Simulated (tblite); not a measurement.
C₁₁H₇NS₂.
Structure used (GFN2-xTB), in Å, numbered top down from 1:
```xyz
21
C11H7NS2 angstrom
C     -3.3796   -0.5045    1.0190
C     -3.4200    0.8452    0.7069
C     -2.3899    1.4182   -0.0143
C     -1.3171    0.6468   -0.4446
C     -1.2753   -0.7030   -0.1241
C     -2.3050   -1.2726    0.6137
S      0.0420   -1.7761   -0.6386
C      1.4334   -0.6956   -0.5124
C      2.6524   -1.2197   -0.1012
C      3.7693   -0.4002   -0.0760
C      3.6155    0.9253   -0.4502
N      2.4535    1.4351   -0.8155
C      1.3912    0.6560   -0.8558
S     -0.0754    1.4597   -1.4245
H     -4.1812   -0.9598    1.5794
H     -4.2522    1.4532    1.0259
H     -2.4071    2.4667   -0.2680
H     -2.2549   -2.3251    0.8475
H      2.7139   -2.2624    0.1717
H      4.7308   -0.7867    0.2216
H      4.4466    1.6164   -0.4612
```

The geometry is computed with GFN2-xTB (gas phase).

Masses are those of the commonest isotopes; rigid-rotor values at the optimised geometry. The values belong to one conformer with, in the numbering `[cH:1]1[cH:2][cH:3][c:4]2[c:5]([cH:6]1)[S:7][c:8]1[cH:9][cH:10][cH:11][n:12][c:13]1[S:14]2`, C4–C5–S7–C8 37°, C5–S7–C8–C9 145°, N12–C13–S14–C4 -145°, C3–C4–S14–C13 144°.

Task: What are A, B and C (MHz)?

Result: Ia = 407.19, Ib = 1178.60, Ic = 1458.33 u·Å²; 505379 MHz·u·Å²/I gives A = 1241, B = 428.8, C = 346.5 MHz.

Task: Classify the top.

Result: An asymmetric top. Ray's parameter κ = (2B − A − C)/(A − C) = -0.816; −1 is the prolate and +1 the oblate limit.

Task: What does the inertial defect say?

Result: Not planar: Δ = Ic − Ia − Ib = -127.46 u·Å². For a rigid frame Δ = −2 Σ m c², so Σ m c² = 63.73 u·Å² lies off the ab plane: 4.29 from hydrogen and 59.44 from heavier atoms. The atom farthest from that plane is 1.05 Å away.

Its GFN2-xTB frequencies are all real (lowest 37 cm⁻¹). Constants of a rigid frame at the computed geometry: no zero-point averaging, no centrifugal distortion.
